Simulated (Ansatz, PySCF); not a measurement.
Process, species as SMILES: Cn1cccc1F [2-fluoro-1-methylpyrrole] + 5 C (CH4) + 2 N (NH3) → 2 C=C (C2H4) + CC (C2H6) [ethane] + CF (CH3F) [fluoromethane] + 3 CN (CH5N) [methanamine]
Each molecule is optimised on its own at B3LYP-D3(BJ)/def2-TZVP (Ansatz, an electronic-structure program). Frequencies are from Ansatz or PySCF.

Quantity: bond separation energy (0 K, with B3LYP-D3(BJ) harmonic zero-point energies), in kJ/mol. Correlated levels leave the core frozen unless marked. Spin-orbit coupling is left out. No relativistic terms. CBS marks a two-point X^-3 extrapolation of the correlation energy; Hartree-Fock from the larger set. [CCSD(T)-MP2]/basis is that difference in the basis named.

RI-MP2/CBS(cc-pVTZ,cc-pVQZ)+[CCSD(T)-MP2]/cc-pVTZ (Ansatz) gives 268.5 kJ/mol.

**Question.** Another calculation gave 278.2 kJ/mol. Which level was it?
A) CAM-B3LYP/def2-TZVPD (Ansatz)
B) B2GP-PLYP/def2-TZVPD (Ansatz)
C) r2SCAN0/def2-TZVPD (Ansatz)
D) SVWN5/def2-TZVPD (Ansatz)

**Answer.** B, B2GP-PLYP/def2-TZVPD (Ansatz). The others give 290.3 (r2SCAN0), 266.1 (CAM-B3LYP), 321.0 (SVWN5) kJ/mol.
